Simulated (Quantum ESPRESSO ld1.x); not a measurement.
Question: Os44+, configuration [Ar] 3d10 4s2 4p2. All-electron calculation, scalar-relativistic Kohn-Sham, PBEsol, spin-unpolarised, spherical densities, point nucleus. Program: ld1.x of Quantum ESPRESSO 7.5. Some entries of the table are withheld. Estimate them.

| orbital | occ. | eigenvalue (Ry) | <1/r> (bohr^-1) |
|---|---|---|---|
| 1s | 2 | -5588.43 | 90.49 |
| 2s | 2 | (1) | (2) |
| 2p | 6 | -981.871 | (3) |
| 3s | 2 | -371.265 | (4) |
| 3p | 6 | -335.314 | 7.359 |
| 3d | 10 | -296.537 | 6.946 |
| 4s | 2 | -177.877 | 3.900 |
| 4p | 2 | -164.292 | 3.649 |
| 4d | 0 | -149.064 | 3.438 |
| 5s | 0 | -104.264 | 2.308 |

Answer: 
(1) 2s eigenvalue (Ry): -1103.72
(2) 2s <1/r> (bohr^-1): 21.21
(3) 2p <1/r> (bohr^-1): 19.08
(4) 3s <1/r> (bohr^-1): 7.988
